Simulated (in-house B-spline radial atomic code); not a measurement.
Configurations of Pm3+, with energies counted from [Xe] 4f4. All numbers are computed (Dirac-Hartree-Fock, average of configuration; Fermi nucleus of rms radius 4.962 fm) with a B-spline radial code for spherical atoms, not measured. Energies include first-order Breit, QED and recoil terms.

Occupations are held fixed; configurations that lie above the ionisation limit could autoionise.

| configuration | E - E(ref) (eV) | highest orbital | its <r> (bohr) |
| --- | --- | --- | --- |
| [Xe] 4f3 5d1 | 7.4491 | 5d5/2 | 2.181 |
| [Xe] 4f3 7d1 | 28.644 | 7d5/2 | 8.363 |
| [Xe] 4f3 8s1 | 28.823 | 8s1/2 | 9.204 |
| [Xe] 4f3 9p1 | 32.222 | 9p3/2 | 14.64 |
| [Xe] 4f3 8g1 | 34.353 | 8g7/2 | 21.39 |
| [Xe] 4f3 9g1 | 35.07 | 9g7/2 | 27.75 |
| [Kr] 4d10 4f4 5s2 5p5 8s1 | 45.491 | 8s1/2 | 9.265 |
| [Kr] 4d10 4f4 5s2 5p5 5g1 | 45.648 | 5g7/2 | 6.836 |
| [Kr] 4d10 4f4 5s2 5p5 8d1 | 48.171 | 8d5/2 | 12.55 |
| [Kr] 4d10 4f4 5s2 5p5 6g1 | 48.309 | 6g7/2 | 10.93 |
| [Kr] 4d9 4f5 5s2 5p6 | 127.62 | 4f7/2 | 0.8988 |
| [Kr] 4d9 4f4 5s2 5p6 5g1 | 157.49 | 5g7/2 | 6.836 |

**Question.** Order these further configurations by energy, lowest first.
A. [Kr] 4d9 4f4 5s2 5p6 9g1
B. [Kr] 4d9 4f4 5s2 5p6 9p1
C. [Kr] 4d9 4f4 5s2 5p6 9s1
D. [Xe] 4f3 6p1
E. [Kr] 4d9 4f4 5s2 5p6 6p1

**Answer.** D (16.457 eV), E (144.86 eV), C (160.04 eV), B (160.67 eV), A (163.52 eV).

**Question.** How far above the reference does [Kr] 4d10 4f4 5s2 5p5 7g1 lie?

**Answer.** 49.917 eV; its least bound orbital is 7g7/2 with <r> = 15.79 bohr.

**Question.** How far above the reference does [Kr] 4d10 4f5 5s2 5p5 lie?

**Answer.** 21.159 eV; its least bound orbital is 4f7/2 with <r> = 0.9571 bohr.

**Question.** How far above the reference does [Kr] 4d10 4f4 5s2 5p5 9d1 lie?

**Answer.** 49.844 eV; its least bound orbital is 9d5/2 with <r> = 17.39 bohr.

**Question.** One of these lies 51.68 eV from the reference. Which?
A. [Kr] 4d10 4f4 5s2 5p5 9g1
B. [Xe] 4f3 5g1
C. [Kr] 4d9 4f4 5s2 5p6 6s1
D. [Xe] 4f3 7s1

**Answer.** A.
